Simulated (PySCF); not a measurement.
**Ru (ruthenium, neutral) across methods**

[Kr] 4d6 5s1 5p1, one real determinant (an excited configuration). Computed with PySCF 2.14 in aug-cc-pwCVDZ-PP with ECP28MDF (6s6p5d3f, 70 functions), with scalar relativity through the core potential.

| method | E (hartree) | mean ε 4d β (eV) | mean ε 5s α (eV) | mean ε 5p α (eV) | Σ⟨r²⟩ (bohr²) | ⟨S²⟩ |
| --- | --- | --- | --- | --- | --- | --- |
| CAM-B3LYP | -94.3188 | -10.244 | -8.708 | -4.232 | 59.86 | 12.001 |
| r2SCAN0 | -94.3790 | -8.677 | -7.825 | -3.425 | 59.19 | 12.002 |
| PBE0 | -94.3628 | -8.711 | -7.584 | -3.330 | 59.85 | 12.001 |
| LDA | -94.1574 | -7.165 | -6.970 | -2.704 | 60.10 | 12.001 |
| r2SCAN | -94.4094 | -7.126 | -7.038 | -2.779 | 59.29 | 12.001 |
| UHF | -93.75477 | -12.402 | -9.640 | -5.222 | 60.34 | 12.003 |
| M06-2X | -94.2579 | -10.457 | -8.472 | -4.055 | 58.63 | 12.002 |
| PBE | -94.3736 | -7.198 | -6.745 | -2.627 | 60.40 | 12.001 |
| wB97M-V | -94.2791 | -11.181 | -9.577 | -4.948 | 59.88 | 12.001 |

⟨L²⟩ = 8.02 against 12 for a pure F term, so this real determinant mixes terms. Energies and moments cover only the electrons outside the core potential.
